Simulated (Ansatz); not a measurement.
Reaction (ligand exchange at the Si–O bond): `O[SiH](O)CF` + HI → `O[SiH](I)CF` + H₂O

Isolated molecules relaxed with PBE0-D4/def2-TZVP in Ansatz; ΔE leaves out vibrations. CCSD(T)/CBS is the MP2 limit (def2-TZVPP, def2-QZVPP) plus CCSD(T) − MP2 in def2-TZVPP, frozen cores. This one scheme is used for every species. Elements past krypton have def2 core potentials. For I outer-core shells are correlated without core-valence functions, which leaves a few kJ/mol of doubt a bond. One conformer a species, not always the lowest.

```csv
level,ΔE (kJ/mol)
CCSD(T)/def2-TZVPP,22.1
CCSD/CBS(def2),14.7
```

(1) What does CCSD(T)/CBS give? (An estimate is asked.)

Largest T1 diagnostic among the species: 0.011.

Answers

(1) Ansatz gave: +11.7 kJ/mol. The listed levels differ from it by 10.4, 3.0 kJ/mol.

The D4 term adds −6.7 kJ/mol with B3LYP and −3.6 kJ/mol with PBE0; it sums over pairs of atoms, weighted by their polarisabilities, and B3LYP, whose exchange is more repulsive, gets the larger term. In def2-TZVPP, CCSD(T) changes the Hartree–Fock value by −10.8 kJ/mol (the triples alone add −3.0 kJ/mol) and MP2 by −20.7 kJ/mol.

B3LYP here is the variant with VWN-RPA as its local correlation; programs differ in this.
